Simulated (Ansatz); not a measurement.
Species: sum formula H$_{2}$SiO$_{2}$F, charge 0, multiplicity 2. It need not be the lowest isomer of its formula. SMILES: O[Si](O)F
Coordinates optimised at B3LYP-D3(BJ)/def2-TZVP (Ansatz, an electronic-structure program):
```
Si
F 1 1.6015
O 1 1.6364 2 105.43
H 3 0.9619 1 117.75 2 -163.90
O 1 1.6456 2 111.16 3 -116.55
H 5 0.9617 1 118.47 2 -70.18
```
Charge 0, spin multiplicity 2.

Atomisation energy built up term by term with Ansatz (kcal/mol; UHF references for open shells; valence terms freeze the core; atomic spin-orbit terms are left out). CBS(X,Y): correlation extrapolated as X^-3; Hartree-Fock from the larger set (for Q and 5 zeta extrapolated as (X+1)exp(-9√X)).

```csv
term,basis,kcal/mol
Hartree-Fock,"CBS(cc-pV(Q+d)Z,cc-pV(5+d)Z)",400.20
CCSD correlation,"CBS(cc-pV(Q+d)Z,cc-pV(5+d)Z)",161.79
(T),"CBS(cc-pV(Q+d)Z,cc-pV(5+d)Z)",11.81
core correlation,cc-pwCVTZ,0.61
scalar relativity (X2C),cc-pVTZ-DK against cc-pVTZ,-1.52
sum: De,,572.9
```

(T) makes 2.1 % of the CCSD(T) atomisation energy; under 5 % is typical of single-reference molecules.
